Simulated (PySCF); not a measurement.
Unknown compound

Molecular formula: C$_{4}$H$_{13}$PSi. Simulated spectra:

$^{1}$H NMR (400 MHz, computed): δ 2.80 (m, 2H), 0.70 (m, 2H), 0.07 (s, 9H).

$^{13}$C{$^{1}$H} NMR (computed): δ 0.8 (CH2), -1.5 (CH3, 3C).

Computed data (PySCF 2.14): shieldings: GIAO PBE0/pcSseg-1, geometry from GFN2-xTB. No relativistic terms, no solvent model, fast rotation and ring inversion assumed for equivalent nuclei, one conformer.

Scale: TMS for $^{1}$H (σref 31.72) and $^{13}$C (σref 186.93) (reference shieldings calculated alike).

What is the structure?

Results:


2 carbon signals for 4 carbons: some carbons are equivalent by symmetry or fast rotation. Carbon types of the structure: 1 × CH2, 3 × CH3, leaving 2 H on heteroatoms. δC 0.8: sp3 CH2 bonded to P and Si; an electropositive neighbour leaves it electron-rich and shielded. δC -1.5: methyl carbon bonded to Si; an electropositive neighbour leaves it electron-rich and shielded. δH 2.80: hydrogen on a phosphorus bonded to C. δH 0.70: hydrogen on an sp3 CH2 bonded to P and Si; an electropositive neighbour shields it, as in TMS itself. δH 0.07: hydrogen on a methyl carbon bonded to Si; an electropositive neighbour shields it, as in TMS itself.

These data were computed for SMILES C[Si](C)(C)CP.

The shifts were computed for this structure.

Splittings by $^{31}$P in the carbon and heteronuclear signals aren't shown, as no couplings were computed. Shifts are as computed. Against solution values, carbons near 30 ppm lie about +3 ppm off and those near 130 ppm about +5 ppm. Of 1211 compounds with measured shifts, 218 miss one by over three times the rms of a fit or turn the order of signals round; such compounds aren't used in these exercises. Multiplicities follow the n + 1 count of equivalent neighbours, as no J values were calculated; m marks all less simple cases, F and P coupling included.
